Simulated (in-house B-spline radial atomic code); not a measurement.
Configurations of the praseodymium ion Pr⁺, with energies counted from [Xe] 4f3 6s1. Method: scalar-relativistic (X2C) r2SCAN0, spin-polarised, spherical fractional occupations, exact exchange averaged over the configuration, Fermi nucleus of rms radius 4.8919 fm. Calculated with a B-spline radial code for spherical atoms. Shells without spins written out take the highest spin.

Occupations are held fixed; configurations that lie above the ionisation limit could autoionise.

```csv
configuration,E - E(ref) (eV),highest orbital,its <r> (bohr)
[Xe] 4f2 6s1 7d1,11.171,7d up,13
[Kr] 4d10 4f3 5s2 5p5 6s1 7s1,26.531,7s up,7.82
[Kr] 4d10 4f3 5s2 5p5 6s1 7p1,27.564,7p up,9.3
[Kr] 4d9 4f3 5s2 5p6 6s1 6p1,114.97,6p up,4.507
[Kr] 4d9 4f3 5s2 5p6 6s1 6d1,119.38,6d up,7.049
```

Order these further configurations by energy, lowest first.
A. [Xe] 4f2 6s2
B. [Kr] 4d9 4f3 5s2 5p6 6s1 7d1
C. [Kr] 4d9 4f3 5s2 5p6 6s2
D. [Kr] 4d9 4f3 5s2 5p6 5d1 6s1
E. [Kr] 4d10 4f4 5s2 5p5 6s1

A (2.4891 eV), E (20.149 eV), D (111.37 eV), C (112.76 eV), B (121.4 eV).
